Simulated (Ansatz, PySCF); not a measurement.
GeH, SMILES [GeH] (connectivity only; charge and spin as stated), charge +1, multiplicity 1. Atoms are numbered in the order given.

```xyz
2

Ge     0.0000     0.0000    -0.0285
H      0.0000     0.0000     1.5596
```
Charge +1, spin multiplicity 1.

Geometry: PBE0-D3(BJ)/def2-TZVPD. The multiplicity is an assumed one; other spin states were not compared.

Two levels are set side by side: PBE-D3(BJ)/def2-TZVPD (Ansatz, an electronic-structure program) and PBE0-D3(BJ)/def2-TZVPD (Ansatz). Each level has its own optimised geometry; the coordinates shown are those of the second. Frequencies come from the Hessian of PySCF at each geometry. Differences are taken from unrounded values.

```csv
quantity,PBE0-D3(BJ)
bond Ge1–H2 (Å),1.588
highest harmonic wavenumber (cm⁻¹),2018
mean harmonic wavenumber (cm⁻¹),2018
zero-point energy (kcal/mol),2.89
```

**Question.** What does PBE-D3(BJ) give, and how far is it from PBE0-D3(BJ)? (The exact figures need the calculation; the answer reports its results.)

**Answer.** 
| quantity | PBE-D3(BJ) | PBE-D3(BJ) minus PBE0-D3(BJ) |
|---|---|---|
| bond Ge1–H2 (Å) | 1.605 | 0.017 |
| highest harmonic wavenumber (cm⁻¹) | 1935 | -83 |
| mean harmonic wavenumber (cm⁻¹) | 1935 | -83 |
| zero-point energy (kcal/mol) | 2.77 | -0.12 |
